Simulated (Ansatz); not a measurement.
Program: Ansatz. Geometries: PBE0-D4/def2-TZVP. ΔE: electronic, gas phase. CCSD(T)/CBS is the MP2 limit (def2-TZVPP, def2-QZVPP) plus CCSD(T) − MP2 in def2-TZVPP, frozen cores. This one scheme is used for every species. DFT in def2-TZVPP. For Br outer-core shells are correlated without core-valence functions, which leaves a few kJ/mol of doubt a bond. Scalar relativity is left out up to krypton. One conformer a species, not always the lowest.

Reaction (silylene formation by 1,1-elimination): `C[SiH](O)Br` → CH₄ + `O[Si]Br`

```tsv
level	ΔE (kcal/mol)
PBE-D4	28.5
PBE0	31.4
```

What does CCSD(T)/CBS give? (Best estimate.)

Computed: +32.5 kcal/mol. The listed levels differ from it by -4.0, -1.1 kcal/mol.

What do rigid-rotor, harmonic-oscillator terms from PBE0-D4/def2-TZVP frequencies (298.15 K, 1 bar) make of the CCSD(T)/CBS value? (Best estimate.)

Ansatz gave: ΔZPE = -0.7 kcal/mol, ΔH = +32.6 kcal/mol, ΔS = 138 J/(mol·K), ΔG = +22.8 kcal/mol.

Largest T1 diagnostic among the species: 0.012.

At CCSD(T), def2-SVP lies −5.3 kcal/mol from the extrapolated value and def2-TZVPP −1.3 kcal/mol. From PBE to PBE0 (25 % exact exchange), in def2-TZVPP and without D4, ΔE moves by +4.7 kcal/mol. Leaving LDA and LC-ωPBE aside and taking each functional with its dispersion term where it has one, the values, not all of them listed here, spread over 12.2 kcal/mol, from BLYP-D4 to r2SCAN0-D4. LDA lies +7.9 kcal/mol from PBE without D4.
